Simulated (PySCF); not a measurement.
From one molecule to another.

First species: C7H13O2P.
Bonds: C1–C2, C2–P3, P3–C4, C4–O5 (double), C4–O6, O6–C7, P3–C8, C8–C9, C9–C10, C8–C10. Hydrogens: H11, H12, H13 on C1; H14, H15 on C2; H16, H17, H18 on C7; H19 on C8; H20, H21 on C9; H22, H23 on C10.

Second species: C₇H₁₃O₂P.
Geometry (GFN2-xTB, Å), atoms numbered from 1 in this order:
```xyz
23
C7H13O2P angstrom
C      2.5156   -0.6795    0.9268
C      2.2759   -0.5327   -0.5659
P      1.1357    0.8789   -0.8514
O      1.6384    2.1975   -0.4474
O      0.8836    0.8078   -2.4522
C     -0.4563    0.4126   -0.1385
C     -1.0765    1.1156    0.8003
C     -2.3721    0.4868    1.2072
C     -2.6008   -0.5909    0.1308
C     -1.2254   -0.8188   -0.5219
H      1.5832   -0.9063    1.4424
H      2.9014    0.2559    1.3270
H      3.2314   -1.4733    1.1323
H      1.8524   -1.4377   -1.0002
H      3.2047   -0.2981   -1.0904
H      0.9941    1.6959   -2.7969
H     -0.6995    2.0209    1.2428
H     -2.2720    0.0483    2.2044
H     -3.1844    1.2131    1.2488
H     -3.3020   -0.2165   -0.6156
H     -3.0119   -1.5081    0.5490
H     -0.7325   -1.7074   -0.1178
H     -1.2878   -0.9372   -1.6038
```

Levels: PBE0/pcSseg-1 for HOMO energy, LUMO energy and HOMO–LUMO gap. Geometries: GFN2-xTB. Each species is one conformer at its optimised geometry, gas phase, non-relativistic unless stated. Electronic properties by PySCF.

Dipoles, sizes and rotational constants follow the conformer. The torsions of the flexible species, by atom-mapped SMILES:
- `[CH3:1][CH2:2][P:3]([C:4](=[O:5])[O:6][CH3:7])[CH:8]1[CH2:9][CH2:10]1`: C1–C2–P3–C4 -175°, C2–P3–C4–O5 -25°, P3–C4–O6–C7 177°, C2–P3–C8–C9 102°

The conformers of `CC[P@@](=O)(O)C1=CCCC1` aren't listed.

Values for the first species:

- HOMO energy: -6.88 eV
- LUMO energy: -0.09 eV
- HOMO–LUMO gap: 6.79 eV

Question: Estimate the same properties for the second species, and the change in each.

Answer: 
```tsv
property	first	second	second less first
HOMO energy	-6.88 eV	-7.43 eV	-0.55 eV
LUMO energy	-0.09 eV	-0.30 eV	-0.21 eV
HOMO–LUMO gap	6.79 eV	7.13 eV	+0.34 eV
```

